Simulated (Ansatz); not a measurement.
```xyz
3

O     0.1737   -0.0333   -0.3202
O     0.0806   -0.8042    1.0023
O    -0.1197    1.2100   -0.2843
```

Basis set: cc-pVDZ (spherical functions). Left uncorrelated: 3 orbitals. Charge 0, multiplicity 1.

Computed with Ansatz (development build ahead of 0.2.0); the reference of a correlated method needn't be the lowest determinant of its kind. Restricted open shells among the atoms or ions are ROHF, correlated in semicanonical orbitals with singles.

Give the atomization energy at this shape (free ground-state atoms in the same class of orbitals less the molecule, no zero-point energy) of singlet O3 by RHF-CCSD(T), RHF-CCSD.

| method | atomization energy |
| --- | --- |
| RHF-CCSD(T) | 4.55 eV |
| RHF-CCSD | 3.12 eV |

Caution: large amplitudes, a single reference is doubtful; no unrestricted run beside it, a lower state can exist; the program doubts this total; the reference determinant was not shown to be the lowest; the shape is not the minimum.
